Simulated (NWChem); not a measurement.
System: SiH₂S₂, singlet; SMILES [Si](S)S

The following NWChem deck was run.

```
start job
memory heap 200 mb stack 900 mb global 1100 mb
geometry units angstroms noautosym nocenter noautoz
  Si    -1.018948     0.012283     0.001090
  S      0.363004     1.667291    -0.000989
  H      1.554123     1.021062    -0.000940
  S      0.431897    -1.581797     0.001963
  H     -0.477070    -2.583415     0.003403
end
basis spherical
  * library cc-pvtz
end
dft
  xc xcamb88 1.00 lyp 0.81 vwn_5 0.19 hfexch 1.00
  cam 0.33 cam_alpha 0.19 cam_beta 0.46
  iterations 150
end
property
  efieldgrad
end
task dft property
```

NWChem printed, in part:

```
             Northwest Computational Chemistry Package (NWChem) 7.3.0
             --------------------------------------------------------

                             Geometry "geometry" -> ""
                             -------------------------

 Output coordinates in angstroms (scale by  1.889725989 to convert to a.u.)

  No.       Tag          Charge          X              Y              Z
 ---- ---------------- ---------- -------------- -------------- --------------
    1 Si                  14.0000    -1.01894800     0.01228300     0.00109000
    2 S                   16.0000     0.36300400     1.66729100    -0.00098900
    3 H                    1.0000     1.55412300     1.02106200    -0.00094000
    4 S                   16.0000     0.43189700    -1.58179700     0.00196300
    5 H                    1.0000    -0.47707000    -2.58341500     0.00340300

 Effective nuclear repulsion energy (a.u.)     174.7059753292

                              NWChem Property Module
                              ----------------------

  itol2e modified to match energy
  convergence criterion.

                                 NWChem DFT Module
                                 -----------------

 Summary of "ao basis" -> "ao basis" (spherical)
 ------------------------------------------------------------------------------
       Tag                 Description            Shells   Functions and Types
 ---------------- ------------------------------  ------  ---------------------
 Si                         cc-pvtz                 12       34   5s4p2d1f
 S                          cc-pvtz                 12       34   5s4p2d1f
 H                          cc-pvtz                  6       14   3s2p1d

  itol2e modified to match energy
  convergence criterion.

            General Information
            -------------------
          SCF calculation type: DFT
          Wavefunction type:  closed shell.
          No. of atoms     :     5
          No. of electrons :    48
           Alpha electrons :    24
            Beta electrons :    24
          Charge           :     0
          Spin multiplicity:     1
          Use of symmetry is: off; symmetry adaption is: off
          Maximum number of iterations: 150
          AO basis - number of functions:   130
                     number of shells:    48
          Convergence on energy requested:  1.00D-07
          Convergence on density requested:  1.00D-05
          Convergence on gradient requested:  5.00D-04

[...]

          -----------------------
          Electric field gradient
          -----------------------

 1 a.u. = 0.324123 10**(16) esu/cm**3  ( or statvolts/cm**2 ) = 0.97174 10**(22) v/m**2

 ------------------------------------------------------------
   Atom      X         Y         Z
 ------------------------------------------------------------
    1 Si  -1.92553   0.02321   0.00206
 ------------------------------------------------------------

 Electric field gradient in molecular frame (a.u.)
         XX             YY             ZZ             XY             XZ             YZ
 ------------------------------------------------------------------------------------------
        1.189163       0.172459      -1.361622      -0.004894      -0.001052      -0.001414

 Principal components (a.u.) and orientation
 of principal axis w.r.t. absolute frame                      Asymmetry parameter eta
 --------------------------------------------------------------------------------------
       -1.361624       1.189187       0.172437                       0.746719

        0.000414       0.999988       0.004813
        0.000923      -0.004813       0.999988
        0.999999      -0.000410      -0.000925

 ------------------------------------------------------------
   Atom      X         Y         Z
 ------------------------------------------------------------
    2 S    0.68598   3.15072  -0.00187
 ------------------------------------------------------------

 Electric field gradient in molecular frame (a.u.)
         XX             YY             ZZ             XY             XZ             YZ
 ------------------------------------------------------------------------------------------
       -1.597844       0.339206       1.258638       0.288117       0.000995       0.000628

 Principal components (a.u.) and orientation
 of principal axis w.r.t. absolute frame                      Asymmetry parameter eta
 --------------------------------------------------------------------------------------
       -1.639791       1.258639       0.381152                       0.535122

        0.989568       0.000431       0.144068
       -0.144069       0.000817       0.989567
       -0.000308       1.000000      -0.000871

 ------------------------------------------------------------
   Atom      X         Y         Z
 ------------------------------------------------------------
    3 H    2.93687   1.92953  -0.00178
 ------------------------------------------------------------

 Electric field gradient in molecular frame (a.u.)
         XX             YY             ZZ             XY             XZ             YZ
 ------------------------------------------------------------------------------------------
       -0.142086       0.027525       0.114561       0.130811      -0.000003       0.000020

 Principal components (a.u.) and orientation
 of principal axis w.r.t. absolute frame                      Asymmetry parameter eta
 --------------------------------------------------------------------------------------
       -0.213176       0.114561       0.098615                       0.074804

        0.878632       0.000438       0.477500
       -0.477500       0.000885       0.878631
        0.000038       1.000000      -0.000987

 ------------------------------------------------------------
   Atom      X         Y         Z
 ------------------------------------------------------------
    4 S    0.81617  -2.98916   0.00371
 ------------------------------------------------------------

[...]
```

Level: CAM-B3LYP/cc-pVTZ. Low-valent species are run as closed-shell singlets; no triplet was tried in these runs. The geometry was optimised at PBE0/def2-SVP. NWChem prints the field gradient with the sign opposite to the second derivative of the potential.
